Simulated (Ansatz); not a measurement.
Ansatz (a quantum-chemistry and plane-wave program) input (B3LYP-D3(BJ)/def2-TZVP):

Ansatz 0.2 input:
```yaml
crystal:
  periodic: [false, false, false]
  atoms:
    - {symbol: Ge, position_ang: [0.01083034, -0.02107241, 0.75955994]}
    - {symbol: H, position_ang: [-1.40700773, -0.22849682, -0.25054179]}
    - {symbol: H, position_ang: [0.89920065, -1.11494952, -0.29330810]}
    - {symbol: H, position_ang: [0.50460761, 1.32157457, -0.24974855]}
basis:
  gaussian:
    orbitals: def2-TZVP
hamiltonian:
  xc: b3lyp
  dispersion: d3bj
total_charge: -1
relax: {f_tol: 0.002, max_steps: 150}
```

End of the output:

```
relax step   3: F+E_penalty+E_count = -56568.51174061 eV  Δ(F+E_penalty+E_count) = -2.656e-2 eV  max|allowed force component| = 9.059e-2 eV/Å  Δτ_max = 0.0518 Å  (22 SCF iters, accepted)
these checks for a lower state are left out or cut short: starts, cluster_reference, orbital_swaps, neighbouring_geometries, increment
integrals: 0.01 GiB planned
521 factors; their error is unknown
mean field: 0.14 GiB planned
mean field -56568.44434611 eV, -2078.8519862507 hartree, gradient 4.0e-5 eV, S^2 0.000000; 0 other end points of the search recorded, 0 dependent functions left out
the calculation of the forces begins
reference -56568.44454573 eV, -2078.8519935867 hartree; 18, 18 occupied and 48, 48 virtual orbitals, 521 factors
relax step   4: F+E_penalty+E_count = -56568.51209169 eV  Δ(F+E_penalty+E_count) = -3.511e-4 eV  max|allowed force component| = 8.275e-3 eV/Å  Δτ_max = 0.0032 Å  (23 SCF iters, accepted)
these checks for a lower state are left out or cut short: starts, cluster_reference, orbital_swaps, neighbouring_geometries, increment
integrals: 0.01 GiB planned
521 factors; their error is unknown
mean field: 0.14 GiB planned
mean field evaluation 32: about -56568.4443 eV, gradient 2.6e-2 eV
mean field -56568.44434618 eV, -2078.8519862533 hartree, gradient 9.1e-6 eV, S^2 0.000000; 0 other end points of the search recorded, 0 dependent functions left out
the calculation of the forces begins
reference -56568.44454583 eV, -2078.8519935903 hartree; 18, 18 occupied and 48, 48 virtual orbitals, 521 factors
relax step   5: F+E_penalty+E_count = -56568.51209619 eV  Δ(F+E_penalty+E_count) = -4.499e-6 eV  max|allowed force component| = 4.568e-5 eV/Å  Δτ_max = 0.0005 Å  (17 SCF iters, accepted)
integrals: 0.01 GiB planned
521 factors; their error is unknown
mean field: 0.14 GiB planned
mean field -56568.44434618 eV, -2078.8519862533 hartree, gradient 9.1e-6 eV, S^2 0.000000; 1 other end points of the search recorded, 0 dependent functions left out
the calculation of the forces begins
reference -56568.44454583 eV, -2078.8519935903 hartree; 18, 18 occupied and 48, 48 virtual orbitals, 521 factors
Total energy: -56568.51229584 eV, -2078.8544833574 hartree
Atom 0 at     0.010207    -0.021138     0.666538 Å, force     0.000011    -0.000026     0.000046 eV/Å
Atom 1 at    -1.337179    -0.220717    -0.220391 Å, force     0.000004    -0.000005    -0.000018 eV/Å
Atom 2 at     0.851947    -1.057756    -0.260195 Å, force    -0.000021     0.000024    -0.000003 eV/Å
Atom 3 at     0.482655     1.256666    -0.219991 Å, force     0.000006     0.000006    -0.000024 eV/Å
Dipole moment:     0.002947    -0.003696     0.239960 e Å
```
